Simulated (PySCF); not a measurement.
Relaxation of singlet RhCl₃

All numbers come from PySCF, PBE0, basis Rh def2-SVP with ECP28, Cl def2-SVP (scalar-relativistic core potentials, no spin–orbit coupling, density fitting). A (50,194) grid was used.

A hand-made trigonal planar start, of D3h symmetry, held to at least that symmetry:

```xyz
4
charge 0 multiplicity 1, angstrom
Rh    0.0000    0.0000    0.0000
Cl    2.2400    0.0000    0.0000
Cl   -1.1200    1.9399    0.0000
Cl   -1.1200   -1.9399    0.0000
```

Optimiser trace:
```json
{"step": "0", "E − E(last) (kJ/mol)": "16.00", "largest gradient (Eh/bohr)": "0.02476"}
{"step": "1", "E − E(last) (kJ/mol)": "1.67", "largest gradient (Eh/bohr)": "0.00865"}
{"step": "2", "E − E(last) (kJ/mol)": "0.06", "largest gradient (Eh/bohr)": "0.00190"}
{"step": "3", "E − E(last) (kJ/mol)": "0.00", "largest gradient (Eh/bohr)": "0.00011"}
{"step": "4", "E − E(last) (kJ/mol)": "0.00", "largest gradient (Eh/bohr)": "0.00000"}
```

It ends at D3h with Rh–Cl 2.159 Å (×3); Cl–Rh–Cl 120.0° (×3). A frequency run shows 1 imaginary mode, down to 207i cm⁻¹, so it is a saddle point.

Final geometry:
```xyz
4
charge 0 multiplicity 1, angstrom
Rh    0.0000    0.0000    0.0000
Cl    2.1591    0.0000    0.0000
Cl   -1.0795    1.8698    0.0000
Cl   -1.0795   -1.8698    0.0000
```

At this level a triplet minimum of C2v symmetry lies 60 kJ/mol below this structure.
